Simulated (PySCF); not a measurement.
## ORD: `InChI=1S/C4H7ClGeO/c1-2-3(5)4(2)7-6/h3-4H,1H2,6H3/t3-,4+/m0/s1`

Molfile (atoms numbered from 1):
```
C4H7ClGeO
     RDKit          3D

 14 14  0  0  0  0  0  0  0  0999 V2000
   -0.7180    0.2706    1.8780 C   0  0  0  0  0  0  0  0  0  0  0  0
   -0.5381    0.7729    0.6813 C   0  0  0  0  0  0  0  0  0  0  0  0
    0.3898    1.1034   -0.4072 C   0  0  1  0  0  0  0  0  0  0  0  0
    1.1810    0.1508   -1.0065 O   0  0  0  0  0  0  0  0  0  0  0  0
    1.2026   -1.5834   -0.6974 Ge  0  0  0  0  0  4  0  0  0  0  0  0
   -1.1213    1.1345   -0.6133 C   0  0  1  0  0  0  0  0  0  0  0  0
   -1.8662   -0.1259   -1.5799 Cl  0  0  0  0  0  0  0  0  0  0  0  0
    0.1163    0.0734    2.5330 H   0  0  0  0  0  0  0  0  0  0  0  0
   -1.7031    0.0596    2.2628 H   0  0  0  0  0  0  0  0  0  0  0  0
    0.8838    2.0729   -0.4103 H   0  0  0  0  0  0  0  0  0  0  0  0
   -0.1395   -2.2349   -0.8019 H   0  0  0  0  0  0  0  0  0  0  0  0
    1.7722   -1.8127    0.6763 H   0  0  0  0  0  0  0  0  0  0  0  0
    2.1504   -1.9697   -1.7764 H   0  0  0  0  0  0  0  0  0  0  0  0
   -1.6104    2.0880   -0.7606 H   0  0  0  0  0  0  0  0  0  0  0  0
  1  2  2  0
  2  3  1  0
  3  4  1  0
  4  5  1  0
  3  6  1  0
  6  7  1  0
  6  2  1  0
  1  8  1  0
  1  9  1  0
  3 10  1  1
  5 11  1  0
  5 12  1  0
  5 13  1  0
  6 14  1  1
M  END
```

The calculation used PySCF, TDDFT CAM-B3LYP/def2-SVPD circular dichroism and optical rotation, one conformer, gas phase. Geometry: GFN2-xTB.

The molecule is flexible and this is one conformer; a measurement averages over conformers. The calculation is non-relativistic, which matters for the atoms heavier than Zn.

Stereocentres: C3 R, C6 S.

(1) Give the optical rotatory dispersion at 633, 589.3, 546, 436, 405, 365, 355 nm.

(2) And for the mirror image at 589.3 nm?

(3) What is the molar rotation [Φ] = [α]·M/100 of the geometry above at 589.3 nm?

## Answers

(1) [α] in deg dm⁻¹ (g/mL)⁻¹:
| λ (nm) | origin-invariant length gauge | modified velocity gauge | length gauge (centre of mass) | isotropic polarisability (au) |
| --- | --- | --- | --- | --- |
| 633 | -204.1 | -197.2 | -209.4 | 93.2 |
| 589.3 | -240.2 | -231.9 | -246.4 | 93.6 |
| 546 | -286.9 | -276.8 | -294.2 | 94.1 |
| 436 | -499.8 | -480.8 | -512.3 | 96.3 |
| 405 | -608.4 | -584.5 | -623.5 | 97.2 |
| 365 | -817.6 | -783.2 | -837.7 | 99.0 |
| 355 | -888.9 | -850.6 | -910.6 | 99.6 |

(2) +240.2 deg dm⁻¹ (g/mL)⁻¹ (origin-invariant length gauge): the same size and the opposite sign.

(3) With M = 179.18 g/mol, -430.4 deg cm² dmol⁻¹ (origin-invariant length gauge).

The first excitation lies at 5.24 eV (237 nm) with R = +15.6 × 10⁻⁴⁰ esu² cm² (velocity form).
